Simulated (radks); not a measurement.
Removal energies from the erbium ion Er13+, [Kr] 4d10 4f7 5s2, by Delta-SCF beside the eigenvalue of the level emptied. All-electron calculation, scalar-relativistic Kohn-Sham, BLYP, spin-polarised, spherical densities, finite nucleus; Fermi nuclear charge, rms radius of each element as measured or else 0.836 A^(1/3) + 0.57 fm. Program: a radial shooting solver on a logarithmic mesh with Libxc functionals. Open shells are filled with parallel spins first.

removed from,final configuration,Delta-SCF (eV),-eigenvalue (eV)
4f,[Kr] 4d10 4f6 5s2,280.44,263.93
5s,[Kr] 4d10 4f7 5s1,281.69,271.69
4d,[Kr] 4d9 4f7 5s2,442.08,425.37
4p,[Ar] 3d10 4s2 4p5 4d10 4f7 5s2,594.01,576.88
